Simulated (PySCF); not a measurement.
## Two-component Hartree-Fock for Tl⁶⁰⁺ (thallium, charge +60)

Start: [Ar] 3d3; 3d3/2 filled at m_j = -1/2, +1/2, +3/2. Calculated with PySCF 2.14 in an uncontracted even-tempered set (15 s from 19 bohr⁻², ratio 2.8; 13 p from 24 bohr⁻², ratio 2.8; 8 d from 24 bohr⁻², ratio 2.8; 3 f from 78 bohr⁻², ratio 3): generalised Hartree-Fock with the X2C-1e Hamiltonian and a Gaussian nucleus; one run each with spin-orbit coupling (SO) switched off, then screened by Boettger's factors.

```
spinor shell  electrons  ε, spin-free (eV)  ε, screened SO (eV)  weight of nominal j (screened SO)  rms radius, screened SO (bohr)
       1s1/2          2           -90380.9             -90338.7                              1.000                          0.0184
       2s1/2          2           -19711.8             -19695.3                              1.000                          0.0737
       2p1/2          2           -17577.6             -19094.8                              1.000                          0.0623
       2p3/2          4           -17577.6             -16979.1                              1.000                          0.0702
       3s1/2          2            -7507.2              -7501.9                              1.000                           0.182
       3p1/2          2            -6870.2              -7267.9                              1.000                           0.172
       3d3/2          3            -6348.8              -6403.7                              0.999                           0.159
```

Problem. Where does 3p3/2 lie, and what is the 3p spin-orbit splitting (screened SO)?

Solution. At -6709.3 eV, 558.60 eV above 3p1/2.

| quantity | spin-free | screened SO |
| --- | --- | --- |
| E (hartree) | -16572.66517 | -16613.31524 |
| M_J | 3/2 | 3/2 |
| ⟨J²⟩ | 6.750 | 3.757 |
| ⟨L²⟩ | 12.000 | 7.556 |
| ⟨S²⟩ | 3.750 | 2.087 |

Each row is a mean over spinors that exchange with the open shell spreads, by up to 28.273 eV (3p1/2).

Breit and QED terms are absent; they matter most for the inner s and p1/2 levels.

Densities and radii are taken from the X2C orbitals without a picture-change correction, which distorts them close to the nucleus.

Without spin-orbit coupling the j labels of p, d and f shells carry no meaning; the spin-free column gives the mean over the occupied spinors of each nl shell, and its ⟨J²⟩ belongs to a mixture of degenerate components.
